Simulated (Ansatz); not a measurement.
Ansatz (a first-principles code) input (CCSD(T)/aug-cc-pV(D+d)Z):
A basis named .json is the Basis Set Exchange file of that set.

Ansatz 0.2 input:
```yaml
crystal:
  periodic: [false, false, false]
  atoms:
    - {symbol: Si, position_ang: [-0.35704384, -0.37030622, 0.01324694]}
    - {symbol: O, position_ang: [-0.70981635, 1.20507071, -0.33057148]}
    - {symbol: O, position_ang: [1.26692032, -0.64190074, 0.17883183]}
    - {symbol: H, position_ang: [-0.90499835, -0.77209832, 1.34088646]}
    - {symbol: H, position_ang: [-0.39333793, 1.90054999, 0.25627570]}
    - {symbol: H, position_ang: [1.84011813, -0.44952425, -0.56870202]}
basis:
  gaussian:
    orbitals: aug-cc-pV_D+d_Z.json
magnetization: {spin_polarized: true, initial_magnetization: 1}
correlation: {method: ccsd_t, electrons: outside_noble_gas}
output: {forces: true}
```

End of the output:

```
integrals: 0.24 GiB planned
1035 factors; integrals over basis functions are off by at most 7.5e-4 eV
0.57 GiB of device memory are held for the factors and their scratch space
mean field: 0.34 GiB planned
mean field evaluation 1: about -11981.6913 eV, gradient 3.3e1 eV
mean field evaluation 2: about -11981.6919 eV, gradient 3.3e1 eV
mean field evaluation 4: about -11986.1123 eV, gradient 2.5e0 eV
mean field evaluation 8: about -11986.2054 eV, gradient 1.7e-1 eV
mean field evaluation 16: about -11986.1937 eV, gradient 6.6e-1 eV
mean field -11986.20603294 eV, -440.4849471683 hartree, gradient 2.4e-6 eV, S^2 0.753604; 0 other end points of the search recorded, 0 dependent functions left out
7 core orbitals not correlated
reference -11986.20603294 eV, -440.4849471683 hartree; 10, 9 occupied and 88, 89 virtual orbitals, 1035 factors
densities: 5.99 GiB planned
second order -13.36842317 eV of doubles, -0.00000000 eV of singles
coupled cluster: 2.51 GiB planned
cycle   1  -13.45996643 eV  change   -9.2e-2 eV  update   9.3e-2
cycle   2  -13.79454855 eV  change   -3.3e-1 eV  update   2.7e-2
cycle   3  -13.89493398 eV  change   -1.0e-1 eV  update   1.6e-2
cycle   4  -13.89045326 eV  change    4.5e-3 eV  update   4.4e-3
cycle   5  -13.88848740 eV  change    2.0e-3 eV  update   2.3e-3
cycle   6  -13.88938980 eV  change   -9.0e-4 eV  update   8.4e-4
cycle   7  -13.88939767 eV  change   -7.9e-6 eV  update   3.5e-4
cycle   8  -13.88938081 eV  change    1.7e-5 eV  update   1.2e-4
cycle   9  -13.88942505 eV  change   -4.4e-5 eV  update   5.4e-5
cycle  10  -13.88941972 eV  change    5.3e-6 eV  update   2.2e-5
cycle  11  -13.88941996 eV  change   -2.4e-7 eV  update   1.0e-5
cycle  12  -13.88942608 eV  change   -6.1e-6 eV  update   4.5e-6
cycle  13  -13.88942678 eV  change   -7.1e-7 eV  update   1.8e-6
perturbative correction -0.39627414 eV, -0.0145628062 hartree
the calculation of the forces begins
0.57 GiB of device memory are held for the factors and their scratch space
Total energy: -12000.49173387 eV, -441.0099369942 hartree
Atom 0 at    -0.357044    -0.370306     0.013247 Å, force    -0.597888    -0.630291     0.120333 eV/Å
Atom 1 at    -0.709816     1.205071    -0.330571 Å, force    -0.296707     0.791517    -0.377061 eV/Å
Atom 2 at     1.266920    -0.641901     0.178832 Å, force     0.775592    -0.215332     0.255559 eV/Å
Atom 3 at    -0.904998    -0.772098     1.340886 Å, force    -0.026555    -0.052614     0.038496 eV/Å
Atom 4 at    -0.393338     1.900550     0.256276 Å, force     0.066915     0.069877     0.125030 eV/Å
Atom 5 at     1.840118    -0.449524    -0.568702 Å, force     0.078641     0.036841    -0.162357 eV/Å
Dipole moment:     0.201878     0.185550    -0.020015 e Å
```

It need not be the lowest isomer of its formula.
